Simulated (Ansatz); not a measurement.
`F[Si](Cl)(Cl)I` + NH₃ → `N[Si](F)(Cl)Cl` + HI at 500 K and 1 bar (ligand exchange at the Si–I bond).

Gas-phase electronic energies from Ansatz, PBE0-D4/def2-TZVP geometries. CBS: MP2 limit from def2 TZ/QZ plus the TZ coupled-cluster correction, frozen cores. This one scheme is used for every species. Elements past krypton have def2 core potentials. For I outer-core shells are correlated without core-valence functions, which leaves a few kJ/mol of doubt a bond. One conformer a species, not always the lowest.

```
         species  CCSD(T)/CBS energy (Eh)  H − E (kJ/mol)  S (J/(mol·K))
`F[Si](Cl)(Cl)I`              -1606.08071            59.1          410.5
             NH₃                -56.50880           108.2          211.8
`N[Si](F)(Cl)Cl`              -1364.55198           129.3          406.6
              HI               -298.03592            28.6          221.6
```

H − E and S are ideal-gas, rigid-rotor, harmonic terms from PBE0-D4/def2-TZVP, for one conformer and one mirror image of each species. 1 Eh = 2625.50 kJ/mol, R = 8.31446 J/(mol·K).

Question: By hand: ΔE, ΔH, ΔS and ΔG.

Answer: ΔE = (-1364.55198) + (-298.03592) − (-1606.08071) − (-56.50880) = 0.00161 Eh = 4.2 kJ/mol. Δ(H − E) = 129.3 + 28.6 − 59.1 − 108.2 = -9.4, so ΔH = -5.2 kJ/mol. ΔS = 406.6 + 221.6 − 410.5 − 211.8 = 5.9 J/(mol·K). ΔG = -5.2 − 500 × (5.9)/1000 = -8.2 kJ/mol.

Question: By hand: the equilibrium constant, and the temperature at which ΔG would vanish if ΔH and ΔS stayed fixed.

Answer: log₁₀ K = −ΔG/(RT ln 10) = 0.9. ΔH and −TΔS have one sign here, so there is no such temperature.

TΔS isn't small against ΔH here. A doubt of 5 kJ/mol in ΔE shifts log₁₀ K by 0.5 here. Other conformers and mirror images would add mixing entropy, several J/(mol·K) or more a flexible species. These are equilibria of isolated gas molecules and say nothing of rates. Largest T1 diagnostic: 0.010 (customary marks: 0.02 for closed shells, 0.045 for open ones).

ΔS is within the doubt of such terms, so its sign, and with it that verdict, could turn.
